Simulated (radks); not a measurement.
Sb3+, 48 electrons, occupied as [Kr] 4d10 5s2.

Method: Dirac Kohn-Sham, SOGGA, spin-unpolarised, spherical densities, finite nucleus; Fermi nuclear charge, rms radius 4.6802 fm; computed with a radial shooting solver on a logarithmic mesh with Libxc functionals.

Energy parts (Ry):
part                        energy
total                 -12956.65044
kinetic                13671.27990
electron-nucleus      -31365.45201
Hartree                 5070.64686
exchange-correlation    -333.12518

Orbitals (lengths in bohr, moments of r in powers of bohr; r(max) is where P^2 peaks):
| orbital | occ. | eigenvalue (Ry) | r(max) | <r^2> | <r> | <r^4> |
|---|---|---|---|---|---|---|
| 1s1/2 | 2 | -2226.797 | 0.01835 | 0.001095 | 0.02843 | 3.129e-06 |
| 2s1/2 | 2 | -340.6111 | 0.1039 | 0.01768 | 0.1223 | 0.0005394 |
| 2p1/2 | 2 | -318.8567 | 0.07984 | 0.01312 | 0.1033 | 0.0003465 |
| 2p3/2 | 4 | -300.3624 | 0.08446 | 0.01441 | 0.1088 | 0.0004099 |
| 3s1/2 | 2 | -68.50964 | 0.3003 | 0.1250 | 0.3304 | 0.02383 |
| 3p1/2 | 2 | -59.61135 | 0.2866 | 0.1198 | 0.3210 | 0.02298 |
| 3p3/2 | 4 | -56.19876 | 0.2970 | 0.1281 | 0.3323 | 0.02620 |
| 3d3/2 | 4 | -40.46550 | 0.2425 | 0.1093 | 0.3034 | 0.02201 |
| 3d5/2 | 6 | -39.75603 | 0.2455 | 0.1117 | 0.3070 | 0.02294 |
| 4s1/2 | 2 | -13.07618 | 0.7229 | 0.7073 | 0.7907 | 0.7421 |
| 4p1/2 | 2 | -10.06447 | 0.7458 | 0.7902 | 0.8319 | 0.9605 |
| 4p3/2 | 4 | -9.43086 | 0.7704 | 0.8463 | 0.8610 | 1.103 |
| 4d3/2 | 4 | -4.65939 | 0.8412 | 1.207 | 1.013 | 2.548 |
| 4d5/2 | 6 | -4.56673 | 0.8504 | 1.237 | 1.026 | 2.677 |
| 5s1/2 | 2 | -2.85242 | 1.809 | 4.561 | 2.017 | 30.47 |
| 5p1/2 | 0 | -2.16363 | 2.041 | 5.980 | 2.306 | 53.23 |
| 5p3/2 | 0 | -2.08740 | 2.109 | 6.351 | 2.377 | 59.80 |
| 5d3/2 | 0 | -1.20010 | 2.921 | 12.22 | 3.293 | 224.0 |
| 5d5/2 | 0 | -1.19172 | 2.948 | 12.40 | 3.316 | 230.1 |

The highest occupied level is 5s1/2 at -38.809 eV. The electron density at the nucleus is 2.086e+05 e/bohr^3. Summed over all electrons, <r^2> = 29.98 bohr^2, which gives a Langevin (diamagnetic) susceptibility term of -23.7 x 10^-6 cm^3/mol.

Run on one thread of a shared host, so times are rough (Arm Neoverse N1): 0.18 s of CPU time, 0.18 s wall, 14 iterations on 2259 mesh points.
